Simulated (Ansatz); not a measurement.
Consider the cleavage of the Si–Si bond: `F[SiH](Cl)[SiH2]Cl` + NH₃ → `N[SiH](F)Cl` + `[SiH3]Cl`.

Calculated with Ansatz (gas phase, PBE0-D4/def2-TZVP geometries, no zero-point term in ΔE). CCSD(T)/CBS is the MP2 limit (def2-TZVPP, def2-QZVPP) plus CCSD(T) − MP2 in def2-TZVPP, frozen cores. This one scheme is used for every species. DFT in def2-TZVPP. One conformer a species, not always the lowest.

`F[SiH](Cl)[SiH2]Cl`:

Z-matrix (Å, degrees):
```
Si
Cl 1 2.047
Si 1 2.341 2 107.5
F 1 1.594 2 108.3 3 118.6
H 1 1.480 2 108.2 3 -124.9
Cl 3 2.058 1 108.7 2 -177.5
H 3 1.483 1 110.7 2 62.9
H 3 1.483 1 109.9 2 -58.8
```

NH₃:

Z-matrix (Å, degrees):
```
N
H 1 1.013
H 1 1.013 2 107.1
H 1 1.013 2 107.1 3 -114.5
```

`N[SiH](F)Cl`:

Z-matrix (Å, degrees):
```
Si
F 1 1.593
Cl 1 2.039 2 105.8
N 1 1.685 2 114.5 3 -118.7
H 1 1.471 2 106.2 3 118.7
H 4 1.006 1 122.2 2 81.4
H 4 1.006 1 121.7 2 -76.3
```

`[SiH3]Cl`:

```xyz
5

Si   -0.023   -0.069    0.106
Cl    0.346    1.031   -1.588
H     1.259   -0.283    0.816
H    -0.614   -1.366   -0.295
H    -0.967    0.686    0.961
```

Q: Is it downhill or uphill in electronic energy at CCSD(T)/CBS, and by how much? (Best estimate.)

A: The calculation gave: Downhill: ΔE = -84.7 kJ/mol.

Q: What do these levels give: PBE-D4, ωB97X-V, PBE, r2SCAN, MP2/def2-TZVPP, CCSD/def2-TZVPP, HF/def2-QZVPP, MP2/def2-QZVPP, SCS-MP2/def2-QZVPP, HF/CBS(def2), MP2/CBS(def2), CCSD/CBS(def2)? (Best estimate.)

A: The calculation gave: PBE-D4 -64.0, ωB97X-V -84.5, PBE -67.1, r2SCAN -82.6, MP2/def2-TZVPP -93.5, CCSD/def2-TZVPP -89.9, HF/def2-QZVPP -105.7, MP2/def2-QZVPP -92.5, SCS-MP2/def2-QZVPP -93.6, HF/CBS(def2) -105.8, MP2/CBS(def2) -91.2, CCSD/CBS(def2) -87.6 kJ/mol.

Largest T1 diagnostic among the species: 0.011.

In def2-TZVPP, CCSD(T) changes the Hartree–Fock value by +17.9 kJ/mol (the triples alone add +2.9 kJ/mol) and MP2 by +11.4 kJ/mol. From PBE to PBE0 (25 % exact exchange), in def2-TZVPP and without D4, ΔE moves by −8.6 kJ/mol. The D4 term adds +5.0 kJ/mol with B3LYP and +3.1 kJ/mol with PBE0; it sums over pairs of atoms, weighted by their polarisabilities, and B3LYP, whose exchange is more repulsive, gets the larger term.

B3LYP here is the variant with VWN-RPA as its local correlation; programs differ in this.
